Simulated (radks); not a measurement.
Polarisabilities and homonuclear dispersion coefficients (atomic units). All-electron calculation, non-relativistic Kohn-Sham, exchange-only LDA, spin-unpolarised, spherical densities, point nucleus. Program: a radial shooting solver on a logarithmic mesh with Libxc functionals. Response by self-consistent Sternheimer equations with the Hartree and adiabatic exchange-only LDA kernel. For heavy and open-shell atoms this level of theory can miss by tens of per cent. "Uncoupled" leaves out the induced potential. Quadrupole and octupole values are given only where no p, d or f shell is open. The Sternheimer factor gamma scales a distant field gradient at the nucleus by 1 - gamma.

species  configuration  alpha1 (bohr^3)  alpha1, uncoupled  alpha2 (bohr^5)  alpha3 (bohr^7)      C6      C8  Sternheimer gamma  recommended alpha1
Ca            [Ar] 4s2            162.9              318.2             3924           109400    2262  281600               3.63         160.8 +/- 4
Sc+       [Ar] 3d1 4s1            55.49              83.15                -                -   370.1       -                  -                   -
Ti2+          [Ar] 3d2            5.839              7.399                -                -   17.35       -                  -                   -
V3+           [Ar] 3d2            2.404              3.249                -                -   6.187       -                  -                   -
Cr4+          [Ar] 3d2            1.405              1.966                -                -   3.047       -                  -                   -
Mn5+          [Ar] 3d2           0.9449              1.347                -                -   1.729       -                  -                   -
Fe6+          [Ar] 3d2           0.6834             0.9852                -                -   1.066       -                  -                   -
Co7+          [Ar] 3d2           0.5169             0.7502                -                -  0.6942       -                  -                   -
Ni8+          [Ar] 3d2           0.4034             0.5879                -                -  0.4713       -                  -                   -

Recommended values: Schwerdtfeger and Nagle, table of static dipole polarisabilities (2023 update), measured or computed.

Beside tabulated values, note that spin-unpolarised runs miss the spin-polarisation part of the exchange energy of open shells.
